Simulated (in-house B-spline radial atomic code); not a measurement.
# RPA and G0W0 on BHandHLYP: neutral arsenic

Configuration [Ar] 3d10 4s2 4p3, highest spin, mean-field start BHandHLYP. Computed with an all-electron radial atomic-structure program (B-spline basis): all electrons, non-relativistic, point nucleus, each spin shell either full or empty, empty states to l = 9 with an (l + 1/2)⁻⁴ tail; G0W0 by contour deformation at full frequency.

Command:
```bash
python run_gw.py task.json out
```
Settings (radii: box in bohr, nucleus in fm):
```
Z                        33
electrons                33
configuration            [Ar] 3d10 4s2 4p3
hamiltonian              nr
method                   bhandhlyp
lmax                     9
spin_polarised           True
box_radius               40
intervals                55
```

Time taken, with all properties: 4.7 s on 1 thread of Arm Neoverse N1, on a shared host.

Energies (hartree):

```json
{"term": "mean-field total", "value": "-2235.85050"}
{"term": "Hartree-Fock functional on these orbitals", "value": "-2234.23073"}
{"term": "direct second order", "value": "-2.625"}
{"term": "second-order exchange", "value": "0.76824"}
{"term": "SOSEX correction", "value": "0.70513"}
```

**Question.** What is the RPA correlation energy, and what remains with SOSEX?

**Answer.** RPA gives -2.2674 hartree (-1.87 eV per electron); RPA + SOSEX gives -1.5623, and the second-order doubles -1.8567 hartree (no singles). RPA lacks exchange-type terms and so overcorrelates at short range.

Quasi-particle levels (eV):

| level | occupied | mean field | Σx - vxc | Σc | QP weight | G0W0 |
| --- | --- | --- | --- | --- | --- | --- |
| 4p up | yes | -7.988 | -1.97 | ? | ? | ? |
| 4s down | yes | -14.618 | -0.41 | -1.39 | 0.895 | -16.427 |
| 4p down | no | -1.998 | 3.19 | -1.91 | 0.928 | -0.718 |

G0W0 = mean field + (Σx - vxc) + Σc, with Σc (partial-wave tail included) taken at the quasi-particle energy. Only the outer levels were computed. Levels of low weight are left out.

**Question.** Where does G0W0 put 4p up?

**Answer.** At -10.119 eV, with Σc = -0.17 eV and a quasi-particle weight of 0.913. The tabulated removal energy is 9.789 eV (NIST, measured); the calculation leaves out relativity, Breit and QED terms, and what these don't explain is the method's own error.
